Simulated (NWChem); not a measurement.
System: VOF₂ cation; SMILES [O]=[V+]([F])[F]

Computed with NWChem. The geometry was optimised at PBE0/def2-SVP. The spin multiplicity was typed, not searched, and may not be the lowest.

Question: What does the run give for LC-BLYP (range parameter 0.33 per bohr)/def2-SVP? Quantities: highest occupied level (eV); orbital gap (eV).

Answer: The highest occupied level (eV) comes out as -20.61 and the orbital gap (eV) comes out as 10.55.
